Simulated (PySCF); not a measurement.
# `CCCC1CCCCC1`: 4 charge schemes on one density

Compound: C₉H₁₈.
Numbering: `[CH3:1][CH2:2][CH2:3][CH:4]1[CH2:5][CH2:6][CH2:7][CH2:8][CH2:9]1` (hydrogens: H10, H11, H12 on C1; H13, H14 on C2; H15, H16 on C3; H17 on C4; H18, H19 on C5; H20, H21 on C6; H22, H23 on C7; H24, H25 on C8; H26, H27 on C9)

Geometry (PBE0-D3(BJ)/def2-SVP, Å), atoms numbered from 1 in this order:
```xyz
27
C9H18 angstrom
C      3.818   -0.310    0.118
C      2.370   -0.591   -0.248
C      1.401    0.442    0.313
C     -0.056    0.272   -0.113
C     -0.903    1.468    0.327
C     -2.364    1.333   -0.085
C     -2.970    0.032    0.429
C     -2.143   -1.170   -0.012
C     -0.681   -1.028    0.399
H      4.145    0.671   -0.266
H      4.498   -1.071   -0.294
H      3.959   -0.295    1.211
H      2.094   -1.598    0.110
H      2.264   -0.625   -1.347
H      1.455    0.435    1.418
H      1.740    1.448    0.006
H     -0.082    0.238   -1.220
H     -0.473    2.398   -0.081
H     -0.840    1.558    1.428
H     -2.944    2.199    0.274
H     -2.431    1.352   -1.188
H     -3.005    0.061    1.534
H     -4.013   -0.070    0.089
H     -2.565   -2.101    0.399
H     -2.200   -1.264   -1.112
H     -0.608   -1.040    1.504
H     -0.105   -1.897    0.043
```

Density: PBE0/pcSseg-1 (PySCF); schemes: Mulliken, IAO, Hirshfeld and ESP-fitted. One conformer (not necessarily the lowest) at the PBE0-D3(BJ)/def2-SVP geometry, without solvent, vibrations or thermal averaging.

**Question.** Atoms with like bonding are taken together and averaged. Which atoms carry the lowest charge in the Mulliken, IAO, Hirshfeld and ESP-fitted schemes?

**Answer.** The schemes don't all agree: Mulliken C4 (-0.355); IAO C1 (-0.406); Hirshfeld C1 (-0.114); ESP-fitted C3 (-0.401).

**Question.** Which atoms carry the highest charge in the Mulliken, IAO, Hirshfeld and ESP-fitted schemes?

**Answer.** The schemes don't all agree: Mulliken H18/H27 (+0.122); IAO H10/H11/H12 (+0.133); Hirshfeld H10/H11/H12, H20/H24 and H23 (+0.037); ESP-fitted C2 (+0.329).

**Question.** At which atom do the 4 schemes differ most?

**Answer.** At C2: from -0.276 (Mulliken) to +0.329 e (ESP-fitted), 0.605 e apart.

**Question.** What partial charge does each atom carry?

**Answer.** In e; atoms taken as equivalent share a row and are averaged (×n: the atom named and its like, n in all):

| atom | environment | Mulliken | IAO | Hirshfeld | ESP-fitted |
| --- | --- | --- | --- | --- | --- |
| C1 | methyl carbon | -0.264 | -0.406 | -0.114 | -0.400 |
| C2 | chain CH2 carbon | -0.276 | -0.241 | -0.065 | +0.329 |
| C3 | chain CH2 carbon | -0.168 | -0.243 | -0.066 | -0.401 |
| C4 | sp3 CH carbon | -0.355 | -0.096 | -0.022 | +0.229 |
| C5/C9 | ring CH2 carbon | -0.170 | -0.250 | -0.068 | -0.168 |
| C6/C8 | ring CH2 carbon | -0.203 | -0.249 | -0.068 | -0.023 |
| C7 | ring CH2 carbon | -0.227 | -0.250 | -0.068 | -0.050 |
| H10/H11/H12 | methyl hydrogen | +0.111 | +0.133 | +0.037 | +0.091 |
| H13/H14 | methylene hydrogen | +0.119 | +0.124 | +0.033 | -0.040 |
| H15/H16 | methylene hydrogen | +0.109 | +0.119 | +0.032 | +0.086 |
| H17 | methine hydrogen | +0.108 | +0.111 | +0.028 | +0.005 |
| H18/H27 | methylene hydrogen | +0.122 | +0.126 | +0.035 | +0.035 |
| H19/H26 | methylene hydrogen | +0.105 | +0.117 | +0.030 | +0.057 |
| H20/H24 | methylene hydrogen | +0.118 | +0.130 | +0.037 | +0.022 |
| H21/H25 | methylene hydrogen | +0.109 | +0.121 | +0.032 | +0.019 |
| H22 | methylene hydrogen | +0.111 | +0.120 | +0.032 | +0.027 |
| H23 | methylene hydrogen | +0.118 | +0.130 | +0.037 | +0.015 |

Mean size of the charges over all atoms: IAO 0.166 e, Mulliken 0.151 e, ESP-fitted 0.098 e, Hirshfeld 0.045 e. Each set sums to the total charge, 0, to within 0.001 e. The IAO scheme counts the electrons in orthogonalised intrinsic atomic orbitals, a minimal basis polarised so that it spans the occupied orbitals exactly. The Hirshfeld scheme weights the molecular density at each point by an atom's share of the summed free-atom densities.

Some averages cover members that differ in this geometry: C6/C8, ESP-fitted -0.051 to +0.005; C5/C9, ESP-fitted -0.187 to -0.150 e.

**Question.** How many electrons does the Mulliken scheme count on C7?

**Answer.** Z − q = 6 − (-0.227) = 6.227.

**Question.** Sum the charges by element.

**Answer.** 
| element | atoms | Mulliken | IAO | Hirshfeld | ESP-fitted |
| --- | --- | --- | --- | --- | --- |
| C | 9 | -2.034 | -2.235 | -0.607 | -0.675 |
| H | 18 | +2.034 | +2.235 | +0.608 | +0.675 |
